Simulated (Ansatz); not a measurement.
```yaml
crystal:
  periodic: [false, false, false]
  atoms:
    - {symbol: F, position_ang: [-4.289765, -0.204449, -3.140845]}
    - {symbol: Si, position_ang: [-1.484162, -2.123653, -2.292530]}
    - {symbol: O, position_ang: [-0.131678, -0.922320, 0.789645]}
    - {symbol: Si, position_ang: [1.421983, 1.743947, 2.597671]}
    - {symbol: Cl, position_ang: [3.880234, 4.276539, -0.208258]}
    - {symbol: H, position_ang: [0.688538, -1.801590, -4.687030]}
    - {symbol: H, position_ang: [-2.466000, -5.183211, -1.832700]}
    - {symbol: H, position_ang: [-0.846283, 3.652440, 3.926370]}
    - {symbol: H, position_ang: [3.422056, 0.460660, 4.810057]}
basis:
  gaussian: {orbitals: cc-pVTZ}
magnetization: {spin_polarized: true, initial_magnetization: 2}
hamiltonian: {xc: {name: r2SCAN}, dispersion: d3bj, pseudopotentials: {relativity: none}}
scf: {lower_state_search: off}
```

```sh
$ ansatz run in.yaml --threads 4 --pin off --events-out ev --progress --plain --max-ram 10444MiB
```

Shortened log:

```
Warning: the engine holds no damping parameters fitted to this dispersion correction and functional, so the run takes those fitted to r2scan beside the three-body term, which d3bj leaves out (hamiltonian.dispersion, under Limitations)
Functional definition: r2SCAN
1376 factors; their error is unknown
mean field evaluation 1: about -33034.5768 eV, gradient 7.9e1 eV
mean field evaluation 2: about -32001.9173 eV, gradient 2.0e2 eV
mean field evaluation 4: about -32598.1104 eV, gradient 1.7e2 eV
mean field evaluation 8: about -33075.3772 eV, gradient 4.7e0 eV
mean field evaluation 16: about -33080.2689 eV, gradient 2.2e-1 eV
mean field evaluation 32: about -33080.2993 eV, gradient 6.0e-2 eV
mean field -33080.30042046 eV, -1215.6786178190 hartree, gradient 3.5e-6 eV, S^2 5.562767; 0 other end points of the search recorded, 0 dependent functions left out
reference -33080.30045071 eV, -1215.6786189307 hartree; 34, 32 occupied and 184, 186 virtual orbitals, 1376 factors
Total energy: -33080.34128992 eV, -1215.6801197440 hartree
Checks for a lower state left out: stability, starts, cluster_reference, orbital_swaps, neighbouring_geometries, increment
```

In this input the geometry is stretched to more than twice its size. Self-consistency was reached. The result belongs to that input, not to the molecule as meant.
